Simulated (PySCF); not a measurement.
Excitation energy of Ta by level of theory

Ta [Xe] 4f14 5d3 6s2 (4F) → Ta [Xe] 4f14 5d4 6s1, s spin flipped, as a difference of total energies. All numbers are calculated (PySCF 2.14, scalar relativity through the core potential, in aug-cc-pVDZ-PP with ECP60MDF (5s5p4d2f, 54 functions)). Correlated levels: valence: 5s2 5p6 frozen. The calculations carry no spin-orbit coupling.

| method | excitation energy (eV) |
| --- | --- |
| UHF | 2.074 |
| LDA | 1.945 |
| PBE | 1.962 |
| PBE0 | 1.955 |
| r2SCAN | 2.218 |
| r2SCANh | 2.182 |
| wB97X | 1.952 |
| PBEsol | 1.947 |
| BLYP | 2.031 |
| MP2 (valence) | 2.168 |
| SCS-MP2 (valence) | 2.305 |

Task: How much does correlation contribute at MP2 (valence)?

Result: 2.168 − (2.074) = 0.094 eV, measured against UHF.

The upper determinant mixes two multiplicities, so it lies between the two terms.
